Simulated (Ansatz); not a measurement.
Cost and result for the atomization energy of CH4BFOS (`COB(F)S`) (9 atoms, 8 bonds).

Cartesian coordinates in Å:
```
C -0.995 0.211 1.159
O 0.322 0.208 0.638
B 0.603 -0.109 -0.636
F -0.356 -0.447 -1.501
S 2.339 -0.070 -1.160
H -1.221 1.213 1.526
H -1.731 -0.074 0.405
H -1.040 -0.491 1.993
H 2.080 -0.441 -2.423
```

Charge 0, multiplicity 1. Geometry: relaxed with PBE0-D4/def2-TZVP. It is one conformer, not always the lowest. Program: Ansatz. Hardware: A = 2 threads of an AMD EPYC 7R13 on a shared host; B = 2 threads of an AMD EPYC 7R13 on a shared host and a share of an NVIDIA H100 80 GB. Times are those of one run each, without the atoms' runs, and a repeat can differ threefold. Electronic energies, without spin–orbit coupling; frozen cores. CCSD(T)/CBS extrapolates def2-TZVPP and def2-QZVPP, and its time is that of the two runs behind it. T1 = 0.012. B3LYP takes the VWN-RPA correlation (the form of Gaussian; ORCA's B3LYP/G).

CCSD(T)/CBS is a level of theory with its own doubt, some kJ/mol a heavy atom from the limit and from the frozen cores, so smaller differences don't rank the functionals.

```tsv
level	functions	wall time	atomization (kJ/mol)	difference from CCSD(T)/CBS	per bond
PBE-D4/def2-TZVPP (with forces) [A]	222	4.4 s	3702.4	94.8	11.8
CCSD(T)/def2-TZVPP [B]	222	6 s	3517.7	-89.9	-11.2
PBE0-D4/def2-TZVPP [A]	222	6.5 s	3621.9	14.3	1.8
B2PLYP/def2-TZVPP [A]	222	9 s	3580.7	-26.9	-3.4
r2SCAN-D4/def2-TZVPP (with forces) [A]	222	12 s	3639.6	32.0	4.0
B3LYP-D4/def2-TZVPP (with forces) [A]	222	12 s	3608.3	0.7	0.1
ωB97X-V/def2-TZVPP [A]	222	15 s	3621.4	13.8	1.7
CCSD(T)/def2-QZVPP [B]	418	17 s	3570.7	-36.9	-4.6
ωB97M-V/def2-TZVPP (with forces) [A]	222	22 s	3633.9	26.3	3.3
CCSD(T)/CBS(def2)	–	23 s	3607.6	0.0	0.0
```

In def2-TZVPP, CCSD(T) changes the Hartree–Fock value by +850.6 kJ/mol (the triples alone add +56.7 kJ/mol) and MP2 by +946.9 kJ/mol; breaking electron pairs costs correlation energy, which Hartree–Fock lacks. The D4 term adds +25.3 kJ/mol with B3LYP and +13.2 kJ/mol with PBE0; it sums over pairs of atoms, weighted by their polarisabilities, and B3LYP, whose exchange is more repulsive, gets the larger term. From PBE to PBE0 (25 % exact exchange), in def2-TZVPP and without D4, the atomization energy moves by −77.9 kJ/mol: exact exchange takes away binding that semilocal exchange gives to molecules.
